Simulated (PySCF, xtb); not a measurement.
GaH₃O₂Se, SMILES [OH][Ga]([OH])[SeH]. The values are those of a single conformer.

Harmonic wavenumbers (cm⁻¹) from xtb 6.7.1 with GFN2-xTB at its own minimum, in rising order: 99, 128, 150, 171, 263, 321, 344, 489, 523, 550, 578, 595, 2061, 3623, 3660.

Problem. What does PBE0-D3(BJ)/def2-SVP run with PySCF give at its own minimum? (Estimate from the structure and the level; the computed values follow.)

Solution. 115, 167, 178, 198, 297, 299, 338, 617, 698, 736, 798, 830, 2458, 3902, 3924. Paired by order, the mean absolute difference is 137 cm⁻¹ and the zero-point energies are 19.4 and 22.2 kcal/mol.
